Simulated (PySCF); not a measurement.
# Electrostatic potential from atomic charges

Species: `CCO[SiH2]O[SiH2]F`. Coordinates (GFN2-xTB, Å) and charges (e) from the PBE0/pcSseg-1 density (PySCF):

```json
{"atom": "C1", "x": "-2.469", "y": "1.188", "z": "0.080", "Mulliken": "-0.2805", "IAO": "-0.4241", "Hirshfeld": "-0.1207", "ESP-fitted": "-0.4580"}
{"atom": "C2", "x": "-1.910", "y": "-0.228", "z": "0.073", "Mulliken": "+0.0334", "IAO": "-0.0353", "Hirshfeld": "+0.0158", "ESP-fitted": "+0.3756"}
{"atom": "O3", "x": "-0.518", "y": "-0.181", "z": "-0.061", "Mulliken": "-0.6313", "IAO": "-0.6538", "Hirshfeld": "-0.2231", "ESP-fitted": "-0.4342"}
{"atom": "Si4", "x": "0.553", "y": "-1.386", "z": "-0.072", "Mulliken": "+0.9891", "IAO": "+1.2360", "Hirshfeld": "+0.4594", "ESP-fitted": "+0.6439"}
{"atom": "O5", "x": "1.972", "y": "-0.650", "z": "-0.304", "Mulliken": "-0.6882", "IAO": "-0.8831", "Hirshfeld": "-0.2979", "ESP-fitted": "-0.4177"}
{"atom": "Si6", "x": "3.115", "y": "0.463", "z": "-0.148", "Mulliken": "+1.0647", "IAO": "+1.3032", "Hirshfeld": "+0.4898", "ESP-fitted": "+0.7850"}
{"atom": "F7", "x": "4.136", "y": "-0.093", "z": "0.960", "Mulliken": "-0.4327", "IAO": "-0.5429", "Hirshfeld": "-0.2148", "ESP-fitted": "-0.3248"}
{"atom": "H8", "x": "-2.215", "y": "1.691", "z": "-0.849", "Mulliken": "+0.1195", "IAO": "+0.1490", "Hirshfeld": "+0.0437", "ESP-fitted": "+0.1221"}
{"atom": "H9", "x": "-2.042", "y": "1.749", "z": "0.907", "Mulliken": "+0.1199", "IAO": "+0.1493", "Hirshfeld": "+0.0437", "ESP-fitted": "+0.1275"}
{"atom": "H10", "x": "-3.549", "y": "1.162", "z": "0.188", "Mulliken": "+0.1095", "IAO": "+0.1450", "Hirshfeld": "+0.0471", "ESP-fitted": "+0.1128"}
{"atom": "H11", "x": "-2.336", "y": "-0.802", "z": "-0.758", "Mulliken": "+0.1055", "IAO": "+0.1235", "Hirshfeld": "+0.0380", "ESP-fitted": "-0.0094"}
{"atom": "H12", "x": "-2.172", "y": "-0.745", "z": "1.004", "Mulliken": "+0.1041", "IAO": "+0.1222", "Hirshfeld": "+0.0378", "ESP-fitted": "-0.0120"}
{"atom": "H13", "x": "0.589", "y": "-2.091", "z": "1.207", "Mulliken": "-0.1505", "IAO": "-0.1778", "Hirshfeld": "-0.0838", "ESP-fitted": "-0.1143"}
{"atom": "H14", "x": "0.390", "y": "-2.269", "z": "-1.224", "Mulliken": "-0.1537", "IAO": "-0.1771", "Hirshfeld": "-0.0864", "ESP-fitted": "-0.1340"}
{"atom": "H15", "x": "2.608", "y": "1.712", "z": "0.388", "Mulliken": "-0.1521", "IAO": "-0.1673", "Hirshfeld": "-0.0725", "ESP-fitted": "-0.1264"}
{"atom": "H16", "x": "3.839", "y": "0.489", "z": "-1.403", "Mulliken": "-0.1565", "IAO": "-0.1667", "Hirshfeld": "-0.0761", "ESP-fitted": "-0.1362"}
```

Points outside the species (Å): A (-3.8, 3.2, -4.4); B (-4.2, 0.7, 7.8); C (-1.1, 1.0, -4.4).

**Question.** Find the potential V = 14.3996 V·Å × Σ q/r of each set of charges at these points.

**Answer.** In volts:

```
point  nearest atom  distance (Å)  Mulliken     IAO  Hirshfeld  ESP-fitted
    A            H8          4.17    +0.119  +0.084     +0.060      +0.082
    B           H12          7.24    +0.048  +0.029     +0.023      +0.037
    C            H8          3.79    +0.010  +0.013     +0.039      +0.052
```

**Question.** How far are the other sets from the ESP-fitted one at these points?

**Answer.** Root-mean-square difference: Hirshfeld 0.016 V, IAO 0.023 V, Mulliken 0.033 V. The ESP scheme fits charges at the nuclei, held to the total charge, to the electrostatic potential on points at 1.4 to 2.0 times the van der Waals radii.

**Question.** What energy would a point charge of +2 e have at A in the field of the ESP charges, leaving out polarisation?

**Answer.** +0.163 eV = +15.8 kJ/mol, a repulsion.

Geometry: GFN2-xTB, one conformer, isolated molecule.

These values come from a run that also computed NMR shieldings. Hardware: one thread of an Arm Neoverse N1, on a shared host. Cost: 56 s of wall time (with the writing of density and orbital grids), 0.81 GiB resident at most.

The values belong to the conformer `[CH3:1][CH2:2][O:3][SiH2:4][O:5][SiH2:6][F:7]`: C1–C2–O3–Si4 178°, C2–O3–Si4–O5 178°, O3–Si4–O5–Si6 41°, Si4–O5–Si6–F7 97°.
